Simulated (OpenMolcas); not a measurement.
# Computed transition rates of As II

| Item | Value |
| --- | --- |
| Program | OpenMolcas |
| Method | RASSCF |
| Basis | ANO-RCC-VQZP [7s6p4d2f1g] |
| Scalar Hamiltonian | DKH2, point nucleus |
| Active space | 4 electrons in 9 orbitals (RAS2 4s 4p; RAS3 4d, at most 2 electrons) |
| State averaging | 2S+1 = 3 even, 6 roots; 2S+1 = 1 even, 6 roots; 2S+1 = 5 odd, 1 root; 2S+1 = 3 odd, 8 roots; 2S+1 = 1 odd, 8 roots |
| Spin-orbit coupling | RASSI with atomic mean-field integrals over the reference wave functions, term energies averaged over their components |

Rates come from the transition moments of the reference wave functions (E1 and E2 in the length form). At fixed line strength A goes as λ^-3 for E1 and M1 and as λ^-5 for E2, so a rate at the computed wavelength can be rescaled to the measured one. Measured vacuum wavelengths follow from level energies in NIST Handbook of Basic Atomic Spectroscopic Data. Branching counts decays inside the model space alone, at computed energies, and the table is only a selection of the E2 and M1 lines, drawn from those between levels with measured partners whose computed energy lies within a factor of 1.5 of the measured one.

| Upper | Lower | Type | λ computed (nm) | λ measured (nm) | A computed (s-1) | A rescaled (s-1) | Branching % |
| --- | --- | --- | --- | --- | --- | --- | --- |
| 4s2 4p2 1S0 | 4s2 4p2 3P1 | M1 | 454.5 | 464.4 | 4.81e+00 |  | 61.1 |
| 4s2 4p2 1S0 | 4s2 4p2 1D2 | E2 | 740.2 | 799.8 | 2.81e+00 | 1.91e+00 | 35.7 |
| 4s2 4p2 1D2 | 4s2 4p2 3P2 | M1 | 1397 | 1324 | 3.09e-01 |  | 63.4 |
| 4s2 4p2 1S0 | 4s2 4p2 3P2 | E2 | 483.9 | 498.6 | 2.54e-01 |  | 3.2 |
| 4s2 4p2 1D2 | 4s2 4p2 3P1 | M1 | 1178 | 1107 | 1.76e-01 |  | 36.1 |
| 4s2 4p2 3P2 | 4s2 4p2 3P1 | M1 | 7486 | 6767 | 3.16e-02 | 4.28e-02 | 99.9 |
| 4s2 4p2 3P1 | 4s2 4p2 3P0 | M1 | 10690 | 9403 | 1.47e-02 | 2.16e-02 | 100.0 |

Spin-changing lines and M1 lines between different terms are not rescaled, since their strength hangs on the term gaps too.

The largest correction is for 4s2 4p2 1S0 → 4s2 4p2 1D2 (E2): 2.81e+00 × (740.2 / 799.8)^5 = 1.91e+00 s-1, a factor of 0.68.

No measured rate stands beside these. Rescaling mends the energy factor alone: line strengths can still be far off where a level mixes with configurations outside the active space, and weak or spin-changing lines hang on small mixing coefficients that depend on the term gaps too, so rescaling need not improve them.

Without dynamic correlation excited terms often stand tens of per cent too high (terms of higher spin than the ground term too low), and those without a measured partner can miss by more than the paired ones. The run also gave levels led by 4s 4p2 4d, 4s2 4p 4d, which use shells meant for correlation; these and all levels above them are left out. Computed and measured levels are paired by configuration, term and J; levels that our copy of the source lacks, or whose pairing is in doubt (as where it misses far off the trend of its configuration), stay unpaired. Only configurations of the active space appear.
